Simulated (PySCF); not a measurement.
C2H4BClO2Si, SMILES OB(O)C#C[SiH2]Cl.

The structure is a stationary point at PBE0-D3(BJ)/def2-SVP. The structure was generated by enumeration, and PubChem lists no compound with its InChIKey, so it may never have been made. One conformer was computed; it need not be the lowest.

Method: PySCF with PBE/def2-TZVP.

Symmetry labels are those of the subgroup Cs that the program uses (full group Cs).

Problem. List the valence orbital energies around the gap with their symmetry. (An estimate is asked for; the answer gives what the named calculation found.)

Solution. 
```
orbital  symmetry  energy (eV)
-------  --------  -----------
HOMO−7         A'        -9.81
HOMO−6         A"        -9.63
HOMO−5         A'        -8.55
HOMO−4         A'        -8.04
HOMO−3         A"        -7.98
HOMO−2         A"        -7.88
HOMO−1         A'        -7.37
HOMO           A"        -7.37
LUMO           A"        -2.22
LUMO+1         A'        -1.97
LUMO+2         A'        -0.36
LUMO+3         A'        -0.02
```
